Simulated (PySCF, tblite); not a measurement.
Isomers of C5H9F3OSi, one GFN2-xTB conformer each. Single-point energies are computed at PBE0/pcSseg-1 (PySCF, gas phase, no added dispersion term), electronic only.

```csv
SMILES,GFN2-xTB relative energy (kcal/mol)
CCO[C@@H]1[SiH2][C@@]1(F)C(F)F,41.7
C[C@H](C(=O)C[SiH3])C(F)(F)F,0.0
C[C@@H]1[SiH2]C[C@H]1OC(F)(F)F,0.4
```

Conformers: `[CH3:1][CH2:2][O:3][C@@H:4]1[SiH2:5][C@@:6]1([F:7])[CH:8]([F:9])[F:10]` with C1–C2–O3–C4 180°, C2–O3–C4–Si5 155°, Si5–C6–C8–F9 -63°; `[CH3:1][C@H:2]([C:3](=[O:4])[CH2:5][SiH3:6])[C:7]([F:8])([F:9])[F:10]` with C1–C2–C3–O4 -31°, C2–C3–C5–Si6 -90°; `[CH3:1][C@@H:2]1[SiH2:3][CH2:4][C@H:5]1[O:6][C:7]([F:8])([F:9])[F:10]` with C4–C5–O6–C7 -162°, C1–C2–Si3–C4 -129°, C2–Si3–C4–C5 10°, Si3–C4–C5–O6 -133°, C1–C2–C5–C4 136°.

What does PBE0/pcSseg-1 give for the same structures?

```
                        SMILES  PBE0/pcSseg-1 E (Eh)  PBE0/pcSseg-1 (kcal/mol)  GFN2-xTB (kcal/mol)  point group
  C[C@H](C(=O)C[SiH3])C(F)(F)F            -859.42872                       0.0                  0.0           C1
C[C@@H]1[SiH2]C[C@H]1OC(F)(F)F            -859.41279                      10.0                  0.4           C1
CCO[C@@H]1[SiH2][C@@]1(F)C(F)F            -859.33562                      58.4                 41.7           C1
```

Both levels put the same isomer lowest; measured from each level's own lowest isomer, the values differ by up to 16.7 kcal/mol (CCO[C@@H]1[SiH2][C@@]1(F)C(F)F: 41.7 against 58.4). As drawn, the lowest has a C=O bond, which the highest lacks; the highest has a three-membered ring, which the lowest lacks.

Which frontier levels, dipoles and rotational constants go with these structures?

```tsv
SMILES	HOMO (eV, PBE0/pcSseg-1)	LUMO (eV)	dipole (D)	A, B, C (MHz)
C[C@H](C(=O)C[SiH3])C(F)(F)F	-7.70	-1.04	3.28	1905, 655.2, 624.9
C[C@@H]1[SiH2]C[C@H]1OC(F)(F)F	-8.10	0.01	3.13	2226, 676.1, 593.4
CCO[C@@H]1[SiH2][C@@]1(F)C(F)F	-7.24	-0.27	1.38	1781, 679.4, 620.2
```

What happens when harmonic zero-point energies from GFN2-xTB frequencies are added?

```tsv
SMILES	ZPE (kcal/mol)	electronic (kcal/mol)	with ZPE (kcal/mol)
C[C@H](C(=O)C[SiH3])C(F)(F)F	80.9	0.0	0.0
C[C@@H]1[SiH2]C[C@H]1OC(F)(F)F	83.5	10.0	12.6
CCO[C@@H]1[SiH2][C@@]1(F)C(F)F	82.5	58.4	59.9
```

The zero-point energies span 2.6 kcal/mol. The order is unchanged.
